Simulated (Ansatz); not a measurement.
BiH2(CF3) (CH₂BiF₃), 7 atoms. Hardware: 4 threads of Intel Xeon on a shared host.

In the def2 sets Bi takes a core potential; there is no spin–orbit coupling. Correlated methods freeze 8 core orbitals; core or outer-core shells of Bi are correlated, in sets that lack core-valence functions.

Task: How many basis functions does each of these Ansatz runs have, and roughly what does it cost? PBE-D4/def2-TZVP, charge 0 triplet at the geometry of the charge 0 singlet, energy, from earlier orbitals; CAM-B3LYP-D4/def2-TZVP, charge 0 singlet, energy and forces, from earlier orbitals; PBE0-D4/def2-SVP, charge 0 singlet, energy with a search over starts; PBE-D4/def2-SVP, charge 0 singlet, energy, from earlier orbitals; PBE0-D4/def2-SVP, charge 0 singlet, energy, from earlier orbitals; r2SCAN-D4/def2-TZVP, charge 0 triplet at the geometry of the charge 0 singlet, energy, from earlier orbitals; ωB97M-V/def2-TZVP, charge 0 singlet, energy, from earlier orbitals; PBE0-D4/def2-TZVP, charge 0 triplet at the geometry of the charge 0 singlet, energy; PBE0-D4/def2-TZVP, charge 0 singlet, energy, from earlier orbitals; CCSD(T)/def2-TZVPP, charge 0 singlet, energy, from earlier orbitals; r2SCAN-D4/def2-SVP, charge 0 singlet, frequencies; PBE-D4/def2-TZVP, charge 0 singlet, energy, from earlier orbitals.

Result: Other jobs shared the machine, so times can vary by a factor of up to 3. A dash marks memory too small to be measured apart from the calling script's.

```json
{"run": "PBE-D4/def2-SVP, charge 0 singlet, energy, from earlier orbitals", "functions": "92", "fitting or Cholesky vectors": "994", "wall time": "1.1 s", "peak host memory (GiB)": "–"}
{"run": "PBE0-D4/def2-SVP, charge 0 singlet, energy, from earlier orbitals", "functions": "92", "fitting or Cholesky vectors": "974", "wall time": "2 s", "peak host memory (GiB)": "–"}
{"run": "PBE-D4/def2-TZVP, charge 0 singlet, energy, from earlier orbitals", "functions": "186", "fitting or Cholesky vectors": "1096", "wall time": "2.4 s", "peak host memory (GiB)": "–"}
{"run": "PBE0-D4/def2-SVP, charge 0 singlet, energy with a search over starts", "functions": "92", "fitting or Cholesky vectors": "974", "wall time": "2.8 s", "peak host memory (GiB)": "–"}
{"run": "PBE0-D4/def2-TZVP, charge 0 singlet, energy, from earlier orbitals", "functions": "186", "fitting or Cholesky vectors": "1141", "wall time": "4 s", "peak host memory (GiB)": "–"}
{"run": "PBE-D4/def2-TZVP, charge 0 triplet at the geometry of the charge 0 singlet, energy, from earlier orbitals", "functions": "186", "fitting or Cholesky vectors": "1096", "wall time": "5 s", "peak host memory (GiB)": "–"}
{"run": "CAM-B3LYP-D4/def2-TZVP, charge 0 singlet, energy and forces, from earlier orbitals", "functions": "186", "fitting or Cholesky vectors": "1141", "wall time": "6.5 s", "peak host memory (GiB)": "–"}
{"run": "PBE0-D4/def2-TZVP, charge 0 triplet at the geometry of the charge 0 singlet, energy", "functions": "186", "fitting or Cholesky vectors": "1141", "wall time": "8.5 s", "peak host memory (GiB)": "0.56"}
{"run": "ωB97M-V/def2-TZVP, charge 0 singlet, energy, from earlier orbitals", "functions": "186", "fitting or Cholesky vectors": "1130", "wall time": "9.5 s", "peak host memory (GiB)": "0.58"}
{"run": "r2SCAN-D4/def2-TZVP, charge 0 triplet at the geometry of the charge 0 singlet, energy, from earlier orbitals", "functions": "186", "fitting or Cholesky vectors": "1096", "wall time": "9.6 s", "peak host memory (GiB)": "–"}
{"run": "r2SCAN-D4/def2-SVP, charge 0 singlet, frequencies", "functions": "92", "fitting or Cholesky vectors": "994", "wall time": "67 s", "peak host memory (GiB)": "–"}
{"run": "CCSD(T)/def2-TZVPP, charge 0 singlet, energy, from earlier orbitals", "functions": "202", "fitting or Cholesky vectors": "1453", "wall time": "2.8 min", "peak host memory (GiB)": "3.2"}
```
